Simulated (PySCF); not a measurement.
A side-by-side comparison of computed properties.

First species: C10H9FO.
SMILES: `C=Cc1c(C)cccc1C(=O)F`

Second species: C6H6F4O.
Structure used (GFN2-xTB), in Å, numbered top down from 1:
```xyz
17
C6H6F4O angstrom
C     -1.9433    1.0343   -0.1298
C     -0.7013    0.2885    0.3028
F     -0.0422    1.0284    1.2583
C     -0.8347   -1.1930    0.6752
O     -0.0357   -1.5739   -0.4510
C      0.2411   -0.2261   -0.8205
C      1.6822    0.1622   -0.7074
F      2.1256    0.9857   -1.6763
C      2.5256   -0.2144    0.2485
F      3.7969    0.1372    0.3237
F      2.2011   -1.0104    1.2500
H     -2.4813    0.4662   -0.8826
H     -2.5872    1.1903    0.7332
H     -1.6630    2.0029   -0.5381
H     -0.3570   -1.4584    1.6207
H     -1.8418   -1.6093    0.6223
H     -0.0920    0.0020   -1.8392
```

Levels: PBE0/pcSseg-1 for dipole moment, HOMO energy, LUMO energy and HOMO–LUMO gap; GFN2-xTB for rotational constant A and rotational constant C. Geometries: GFN2-xTB. Each structure is a single optimised conformer of the isolated species, non-relativistic unless stated. Electronic properties by PySCF.

Dipoles, sizes and rotational constants follow the conformer. The torsions of the flexible species, by atom-mapped SMILES:
- `[CH2:1]=[CH:2][c:3]1[c:4]([CH3:5])[cH:6][cH:7][cH:8][c:9]1[C:10](=[O:11])[F:12]`: C1–C2–C3–C4 119°, C8–C9–C10–O11 151°
- `[CH3:1][C@@:2]1([F:3])[CH2:4][O:5][C@@H:6]1[C:7]([F:8])=[C:9]([F:10])[F:11]`: O5–C6–C7–F8 142°

| property | column X | column Y |
| --- | --- | --- |
| dipole moment | 4.04 D | 3.13 D |
| HOMO energy | -7.25 eV | -7.30 eV |
| LUMO energy | -1.81 eV | -0.07 eV |
| HOMO–LUMO gap | 5.44 eV | 7.23 eV |
| rotational constant A | 1.367 GHz | 1.760 GHz |
| rotational constant C | 0.565 GHz | 0.746 GHz |

(1) Which column belongs to which species?

(2) How does each property change from the first species to the second?

## Answers

(1) Column X is the first species and column Y the second. The first has 21 atoms and 86 electrons, the second 17 and 86.

(2) dipole moment -0.91 D; HOMO energy -0.05 eV; LUMO energy +1.74 eV; HOMO–LUMO gap +1.79 eV; rotational constant A +0.393 GHz; rotational constant C +0.181 GHz.

On the first: The dipole equals about 13.5 × 10⁻³⁰ C·m (1 D = 3.33564 × 10⁻³⁰ C·m).

On the second: The dipole equals about 10.4 × 10⁻³⁰ C·m (1 D = 3.33564 × 10⁻³⁰ C·m).
